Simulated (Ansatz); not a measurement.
Basis sets compared for the cluster Ga₃N₃⁺ (the lowest doublet isomer of a short search). Charge 1, multiplicity 2. Geometry PBE-D4/def2-SVP. Ansatz on 4 threads of Arm Neoverse V2 on a shared host; times are rough, and most runs start from earlier orbitals.

```tsv
atom	x (Å)	y (Å)	z (Å)
Ga1	0.290	1.520	-0.065
Ga2	-1.423	-0.473	-0.163
Ga3	1.112	-1.053	0.225
N4	-1.510	1.390	-0.302
N5	-0.418	-2.030	0.082
N6	1.949	0.648	0.223
```

At PBE-D4/def2-SVP, PBE-D4/def2-TZVP the gap within one spin of the charge 1 doublet nearly closes, so an electron or hole may be smeared out by delocalisation error. The structure comes from a short search, and lower isomers may exist.

```
           level  functions  energy (Eh)  HOMO (eV)  LUMO (eV)  wall time
 PBE-D4/def2-SVP        138   -5936.5125     -10.95     -10.88      3.4 s
PBE0-D4/def2-SVP        138   -5936.5884     -11.81      -9.84      6.5 s
```

Q: Estimate the rows for PBE-D4/def2-TZVP, PBE0-D4/def2-TZVP.

A: 
| level | functions | energy (Eh) | HOMO (eV) | LUMO (eV) | wall time |
| --- | --- | --- | --- | --- | --- |
| PBE-D4/def2-TZVP | 237 | -5937.4540 | -10.93 | -10.86 | 7.5 s |
| PBE0-D4/def2-TZVP | 237 | -5937.5296 | -11.79 | -9.79 | 16 s |
